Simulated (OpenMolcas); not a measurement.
Au4+ (d7) among equal point charges was computed by CASSCF with the d shell active (OpenMolcas, ANO-RCC-VDZP on the metal). Its lowest spin-free states, and all those of the highest spin:

```json
{"2S+1": "4", "Degeneracy": "3", "E (cm-1)": "0.0"}
{"2S+1": "2", "Degeneracy": "2", "E (cm-1)": "8854"}
{"2S+1": "4", "Degeneracy": "3", "E (cm-1)": "9627"}
{"2S+1": "2", "Degeneracy": "3", "E (cm-1)": "17058"}
{"2S+1": "2", "Degeneracy": "3", "E (cm-1)": "17896"}
{"2S+1": "4", "Degeneracy": "1", "E (cm-1)": "20645"}
{"2S+1": "2", "Degeneracy": "3", "E (cm-1)": "22524"}
{"2S+1": "4", "Degeneracy": "3", "E (cm-1)": "22753"}
{"2S+1": "2", "Degeneracy": "1", "E (cm-1)": "25069"}
{"2S+1": "2", "Degeneracy": "3", "E (cm-1)": "27676"}
{"2S+1": "2", "Degeneracy": "3", "E (cm-1)": "28793"}
{"2S+1": "2", "Degeneracy": "2", "E (cm-1)": "30748"}
```

Task: Is the site octahedral, tetrahedral or cube-like, axial, or of lower symmetry?

Result: The states with 2S+1 = 4 have orbital degeneracies 3, 3, 1, 3. Threefold states need a cubic site. For d7 at this spin an octahedron puts the threefold T1 below the threefold T2 and a tetrahedron or cube puts the single A2 below the threefold T2, so the site is octahedral. The run had Au4+ among 6 point charges of -1.7 e arranged as an octahedron (Oh), 1.82 Å from the ion.

An orbital triplet at a regular site is open to Jahn-Teller coupling, which can distort the site and quench the lowest spin-orbit gaps and is left out. Without dynamic correlation the repulsion within the d shell is too large (B by tens of per cent), so at a given field states of lower spin stand too high. This shell can be high or low spin here, a state of another spin lies low, and with metal d orbitals alone active their balance is uncertain, so the ground spin may be wrong. Point charges give a weaker field than real ligands, and real ions of this kind are as a rule low spin; the high spin found here belongs to the model. This field is weak: 10Dq is about 10554 cm-1, while octahedral complexes of 5d ions of charge 3 and more, computed by the same method with explicit ligands, had a median near 35000 cm-1. Ground spin and moment need not be those of a real site. This is an electrostatic model: the charges have no orbitals. No measured value stands beside these numbers.
